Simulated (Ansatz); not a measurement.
`[CH3][GaH][B]1CS1` + HCl → `ClB1CS1` + `[CH3][GaH2]`  (cleavage of the B–Ga bond)

Computed with Ansatz on PBE0-D4/def2-TZVP structures; ΔE is electronic, products minus reactants. CCSD(T)/CBS adds triple-zeta CCSD(T) − MP2 to the extrapolated MP2 energy (def2 sets, frozen cores). This one scheme is used for every species. DFT in def2-TZVPP. B3LYP here is the variant with VWN-RPA as its local correlation; programs differ in this. For Ga outer-core shells are correlated without core-valence functions, which leaves a few kJ/mol of doubt a bond. Scalar relativity is left out up to krypton. Each species was taken in one conformer, which may not be the lowest.

`[CH3][GaH][B]1CS1`:

Cartesian coordinates in Å:
```
C -1.813 1.422 0.294
Ga -0.699 -0.084 0.903
B 1.094 -0.563 0.020
C 1.922 -1.337 -1.031
S 2.812 -0.200 0.103
H -1.328 2.031 -0.470
H -2.077 2.060 1.142
H -2.751 1.034 -0.115
H -1.226 -0.943 2.116
H 2.147 -2.390 -0.888
H 1.917 -1.029 -2.073
```

HCl:

```xyz
2

Cl    0.188    0.535   -0.296
H    -0.188   -0.535    0.296
```

`ClB1CS1`:

Z-matrix (Å, degrees):
```
C
B 1 1.525
S 1 1.880 2 60.4
H 1 1.086 2 121.3 3 -101.4
H 1 1.086 2 121.3 3 101.4
Cl 2 1.716 1 146.3 3 180.0
```

`[CH3][GaH2]`:

Z-matrix (Å, degrees):
```
C
Ga 1 1.966
H 1 1.092 2 111.3
H 1 1.096 2 108.8 3 117.6
H 1 1.090 2 112.4 3 -123.0
H 2 1.574 1 121.1 3 142.3
H 2 1.575 1 120.1 3 -38.7
```

| level | ΔE (eV) |
| --- | --- |
| PBE0-D4 | -0.64 |
| r2SCAN0-D4 | -0.68 |
| B3LYP | -0.71 |
| RPA@PBE/def2-TZVPP | -0.57 |
| MP2/def2-TZVPP | -0.64 |
| CCSD/def2-TZVPP | -0.60 |
| MP2/CBS(def2) | -0.62 |
| CCSD/CBS(def2) | -0.58 |

Q: What does CCSD(T)/CBS give? (Estimate.)

A: Computed: -0.57 eV. The listed levels differ from it by -0.07, -0.11, -0.14, 0.00, -0.07, -0.03, -0.05, -0.01 eV.

Largest T1 diagnostic among the species: 0.015.

In def2-TZVPP, CCSD(T) changes the Hartree–Fock value by +0.18 eV (the triples alone add +0.01 eV) and MP2 by +0.12 eV. At CCSD(T), def2-SVP lies −0.22 eV from the extrapolated value and def2-TZVPP −0.02 eV. Leaving LDA and LC-ωPBE aside and taking each functional with its dispersion term where it has one, the values, not all of them listed here, spread over 0.16 eV, from B97M-V to PBE-D4.
